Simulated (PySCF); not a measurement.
# Ionisation energy of Mg⁺ by level of theory

Mg⁺ [Ne] 3s1 (2S) → Mg²⁺ [Ne] (1S), as a difference of total energies. Computed with PySCF 2.14 in x2c-TZVPPall with one added diffuse shell each of s, p, d type (6s5p4d, 41 functions), with scalar relativity by spin-free X2C-1e. Correlated levels: valence and next inner shell: 1s2 frozen. The calculations carry no spin-orbit coupling.

| method | ionisation energy (eV) | error (eV) |
| --- | --- | --- |
| UHF | 14.734 | -0.301 |
| LDA | 15.342 | +0.307 |
| PBE | 15.331 | +0.296 |
| PBE0 | 15.233 | +0.198 |
| r2SCAN | 15.026 | -0.009 |
| BLYP | 15.424 | +0.389 |
| BHandHLYP | 15.292 | +0.257 |
| B97-3 | 14.985 | -0.050 |
| B3LYP | 15.471 | +0.436 |
| MP2 (valence and next inner shell) | 14.896 | -0.139 |
| SCS-MP2 (valence and next inner shell) | 14.860 | -0.175 |

Reference: 15.035 eV (measured; NIST Atomic Spectra Database, ionization energies).

Errors of the correlated levels include the incompleteness of this basis and the frozen core.
